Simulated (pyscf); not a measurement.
F–N•–F (SMILES F[N]F) + HO–SiH₃ (SMILES O[SiH3]) → F–NH–F (SMILES FNF) + HO–SiH₂• (SMILES O[SiH2]), a hydrogen abstraction (doublet surface; H–Si broken, H–N formed). PySCF, gas phase, ωB97X-D3(BJ)/def2-SVP geometries. Energies in kcal/mol from the separated reactants.

Small-basis levels: PySCF, no dispersion term, spherical d functions. AM1 to PM7: differences of heats of formation from MOPAC, which are fitted to 298 K values and so differ in kind from electronic energies by zero-point and thermal terms. GFN2-xTB: tblite. Open shells are spin-unrestricted. 

| level | barrier | reaction energy |
|---|---|---|
| HF/6-31G* | 44.3 | +26.1 |
| MP2/6-31G* | 26.8 | +16.0 |
| PBE/6-31G* | ___ | +19.3 |
| B3LYP/STO-3G | 28.7 | +47.6 |
| B3LYP/LANL2DZ | 16.3 | +11.9 |
| M06-2X/6-31G* | ___ | +17.2 |
| B3LYP/6-311+G** | 21.2 | +16.1 |
| PBE/def2-SVP | 13.0 | +17.2 |
| GFN2-xTB | 6.3 | +12.7 |
| PM3 | 16.7 | +0.8 |
| PM6 | 21.5 | +12.5 |
| PM7 | 20.2 | +0.3 |
| ωB97M-D3(BJ)/def2-TZVP | ___ | +18.2 |

**Question.** Complete the blanks.

**Answer.** 
- PBE/6-31G*, barrier: 14.5
- M06-2X/6-31G*, barrier: 20.7
- ωB97M-D3(BJ)/def2-TZVP, barrier: 23.5

Against the last row the barrier runs from -17.1 (GFN2-xTB) to +20.9 kcal/mol (HF/6-31G*). At PBE/6-31G*, B3LYP/STO-3G, PBE/def2-SVP, GFN2-xTB this geometry lies under one side, so the entry may be no barrier of that level: it is a single point on another level's saddle. ωB97M-D3(BJ)/def2-TZVP has limits of its own. One saddle was located; it need not be the lowest between these sides. The angle at the transferred H is 147°.
